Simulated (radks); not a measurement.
Task: All-electron calculation, scalar-relativistic Kohn-Sham, PBE, spin-polarised, spherical densities, point nucleus; open shells are filled with parallel spins first (spin-orbit coupling, left out, can overturn this in heavy ions). Program: a radial shooting solver on a logarithmic mesh with Libxc functionals. Each species is in its NIST ground configuration. Rank Cd3+, Hg3+, Zn3+ by Delta-SCF ionisation energy (eV), largest first.

Result: Zn3+ 60.825, Cd3+ 53.399, Hg3+ 49.157.
